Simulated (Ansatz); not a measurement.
Consider the ligand exchange at the Si–N bond: `OC/C(O)=N\[SiH3]` + `N[AsH2]` → `[SiH3]N[AsH2]` + `N=C(O)CO`.

Calculated with Ansatz (gas phase, PBE0-D4/def2-TZVP geometries, no zero-point term in ΔE). CBS: MP2 limit from def2 TZ/QZ plus the TZ coupled-cluster correction, frozen cores. DFT in def2-TZVPP. B3LYP here is the variant with VWN-RPA as its local correlation; programs differ in this. For As outer-core shells are correlated without core-valence functions, which leaves a few kJ/mol of doubt a bond. Scalar relativity is left out up to krypton. Each species was taken in one conformer, which may not be the lowest.

| level | ΔE (kJ/mol) |
| --- | --- |
| PBE-D4 | -0.4 |
| r2SCAN-D4 | -0.4 |
| PBE0-D4 | -2.6 |
| B3LYP-D4 | -3.1 |
| ωB97X-V | -4.8 |
| HF/def2-QZVPP | -10.2 |
| MP2/def2-QZVPP | -6.7 |
| SCS-MP2/def2-QZVPP | -8.5 |

(1) What does CCSD(T)/CBS give? (An estimate is asked.)

Largest T1 diagnostic among the species: 0.013.

Answers

(1) The calculation gave: -7.7 kJ/mol. The listed levels differ from it by 7.3, 7.3, 5.1, 4.6, 2.9, -2.5, 1.0, -0.8 kJ/mol.
